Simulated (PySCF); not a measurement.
**Two-dimensional NMR puzzle**

Compound of formula C₆H₁₁BO₂. Correlations simulated from computed shifts and the bond graph:

HSQC (one-bond C–H):
| δH | δC |
| --- | --- |
| 5.68 | 115.9 |
| 5.24 | 115.9 |
| 4.32 | 77.1 |
| 4.17 | 65.8 |
| 4.13 | 65.8 |
| 1.91 | 36.7 |
| 1.77 | 22.1 |
| 1.37 | 36.7 |

COSY cross peaks (H two or three bonds apart, from the bond graph; peaks can be absent where the dihedral angle is near 90°):
| δH | δH |
| --- | --- |
| 5.68 | 5.24 |
| 4.32 | 1.91 |
| 4.32 | 1.37 |
| 4.17 | 4.13 |
| 4.17 | 1.91 |
| 4.17 | 1.37 |
| 4.13 | 1.91 |
| 4.13 | 1.37 |
| 1.91 | 1.37 |

HMBC (two and three bonds, from the bond graph):
| δH | δC |
| --- | --- |
| 5.68 | 150.8, 77.1, 22.1 |
| 5.24 | 150.8, 77.1, 22.1 |
| 4.32 | 150.8, 115.9, 65.8, 36.7, 22.1 |
| 4.28 | 77.1, 65.8 |
| 4.17 | 77.1, 36.7 |
| 4.13 | 77.1, 36.7 |
| 1.91 | 150.8, 77.1, 65.8 |
| 1.77 | 150.8, 115.9, 77.1 |
| 1.37 | 150.8, 77.1, 65.8 |

Carbons without hydrogens: δ 150.8.

Non-relativistic Hamiltonian, one computed conformer, gas phase, rapidly exchanging positions averaged. GIAO PBE/pcSseg-1 shieldings; coordinates at the PBE0-D3(BJ)/def2-SVP level; PySCF.

Shifts are taken against calculated references (same method and geometry level): TMS for 1H (σref 31.20), 13C (σref 180.03).

Exchangeable hydrogens are left out of these lists.

**Question.** Work out the connectivity.

**Answer.** `InChI=1S/C6H11BO2/c1-5(2)6-3-4-8-7-9-6/h6-7H,1,3-4H2,2H3/t6-/m1/s1`.

Numbering as in the mapped SMILES `[CH2:1]=[C:2]([CH3:3])[C@H:4]1[CH2:5][CH2:6][O:7][BH:8][O:9]1`. Each H is labelled by its parent atom. Ha(C5), Ha(C6) are cis to C2 on the ring; Ha(C1) is cis to C3; Hb(C5), Hb(C6) are trans to C2 on the ring; Hb(C1) is trans to C3.

δC 150.8 is C2, a fully substituted alkene carbon. δC 115.9 is C1, a terminal =CH2 carbon (δH 5.24, 5.68). δC 77.1 is C4, an allylic sp3 CH bonded to O (δH 4.32). δC 65.8 is C6, an sp3 CH2 bonded to O (δH 4.17, 4.13). δC 36.7 is C5, an sp3 CH2 in a ring (δH 1.91, 1.37). δC 22.1 is C3, an allylic methyl carbon (δH 1.77). HMBC from δH 5.68 reaches the proton-free carbon C2. HMBC from δH 5.24 reaches the proton-free carbon C2. HMBC from δH 4.32 reaches the proton-free carbon C2. HMBC from δH 1.91 reaches the proton-free carbon C2. COSY links 5.68–5.24, 4.32–1.91, 4.32–1.37, 4.17–4.13, 4.17–1.91, 4.17–1.37.

The shifts were computed for this structure.

Hydrogens on boron are broadened and split by 11B (spin 3/2, 80 %) and 10B (spin 3). Shifts are as computed. Against solution values, carbons near 30 ppm lie about +2 ppm off and those near 130 ppm about +2 ppm. Of 1211 compounds with measured shifts, 218 miss one by over three times the rms of a fit or turn the order of signals round; such compounds aren't used in these exercises.
